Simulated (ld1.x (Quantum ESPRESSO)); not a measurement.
## u(r) = r·R(r): atom against pseudo-atom (In)

Columns: radius, all-electron u(r) and pseudo u(r) of the 4s shell (level -121.12 eV) of indium in the configuration [Ar] 3d10 4s2 4p6 4d10 5s1 5p2; LDA (PZ), scalar-relativistic, TM scheme, ld1.x (Quantum ESPRESSO) 7.5.

| r (bohr) | all-electron | pseudo |
| --- | --- | --- |
| 0.075 | -0.4495 | -0.0656 |
| 0.150 | 0.0113 | -0.1387 |
| 0.225 | 0.6351 | -0.2277 |
| 0.300 | 0.6586 | -0.3411 |
| 0.375 | 0.2671 | -0.4862 |
| 0.450 | -0.2453 | -0.6641 |
| 0.525 | -0.6983 | -0.8628 |
| 0.600 | -1.0200 | -1.0533 |
| 0.675 | -1.2037 | -1.1972 |
| 0.750 | -1.2715 | -1.2649 |
| 0.825 | -1.2548 | -1.2534 |
| 0.900 | -1.1829 | -1.1829 |
| 0.975 | -1.0795 | -1.0795 |
| 1.050 | -0.9619 | -0.9619 |
| 1.125 | -0.8419 | -0.8419 |
| 1.200 | -0.7265 | -0.7265 |
| 1.275 | -0.6201 | -0.6201 |
| 1.350 | -0.5247 | -0.5247 |
| 1.425 | -0.4408 | -0.4408 |
| 1.500 | -0.3681 | -0.3681 |
| 1.575 | -0.3059 | -0.3059 |
| 1.650 | -0.2531 | -0.2531 |
| 1.725 | -0.2087 | -0.2087 |
| 1.800 | -0.1716 | -0.1716 |
| 1.875 | -0.1408 | -0.1408 |
| 1.950 | -0.1152 | -0.1152 |

Task: How many radial nodes do the two functions have?

Result: The all-electron 4s function has n − l − 1 = 3 (the table is too coarse to show those close to the nucleus); the pseudo-wave has 0, since the states of the same l below it are removed with the core.

Task: At about which radius was the pseudo-wave matched?

Result: 0.95 bohr, where the columns begin to agree (steps of 0.07 bohr).

Task: Is the pseudo-wave norm-conserving?

Result: Yes: the TM scheme keeps the norm inside the radius equal to the all-electron one, which fixes the energy derivative of the logarithmic derivative at the level.
